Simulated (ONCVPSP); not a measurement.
**Plane-wave convergence, ONCV potential for Co (Z = 27)**

cobalt, optimised norm-conserving Vanderbilt (ONCV), made with ONCVPSP 4.0.1 (LDA (Perdew-Zunger), scalar-relativistic). Core [Ne] 3s2, reference 3p6 3d7 4s1.5 4p0.5. Waves: 4s: rc 2.05 bohr, ncon 4, nbas 8, qcut 3.4 1/bohr, 1 projector; 3p+4p: rc 1.40 bohr, ncon 4, nbas 7, qcut 11.4 1/bohr, 2 projectors; 3d: rc 1.50 bohr, ncon 4, nbas 9, qcut 12.2 1/bohr, 1 projector; f scattering state at 0.03 Ha: rc 1.65 bohr, ncon 4, nbas 8, qcut 7.6 1/bohr, 2 projectors, debl 3.7 Ha. Local part: polynomial inside 1.05 bohr (lpopt 4, dvloc0 0 Ha). Core correction: polynomial model core, fcfact 0.25.

**Question.** For each optimised wave give the share of its norm inside rc, the residual kinetic energy above qcut (Ha) and the cutoffs (Ha) for errors of 10, 1, 0.1 and 0.01 mHa per electron.

**Answer.**

| wave | norm inside rc | residual KE | 10 mHa | 1 mHa | 0.1 mHa | 0.01 mHa |
| --- | --- | --- | --- | --- | --- | --- |
| 4s | 0.255 | 2.7e-04 | 3.1 | 4.9 | 8.8 | 30.6 |
| 3p | 0.941 | 2.0e-08 | 29.8 | 38.2 | 45.6 | 51.5 |
| 4p | 0.019 | 6.8e-10 | 17.0 | 26.8 | 35.8 | 43.6 |
| 3d | 0.811 | 1.1e-07 | 42.8 | 51.1 | 58.2 | 63.8 |
| f projector 1 | 0.000 | 7.1e-05 | 0.0 | 0.1 | 0.5 | not reached |
| f projector 2 | 0.163 | 1.3e-02 | 31.0 | 114.2 | 131.0 | 171.3 |

The occupied waves need 51 Ha and 58 Ha for 1 and 0.1 mHa. Rows with under 1 % of the norm inside rc give no meaningful cutoff. Note: ghosts flagged at negative energy: s at -51.2 eV; GHOST(+) flags only above 600 eV. A true bound ghost makes a file unfit for plane-wave use. 1 of 4 tests not solved or not reliable.
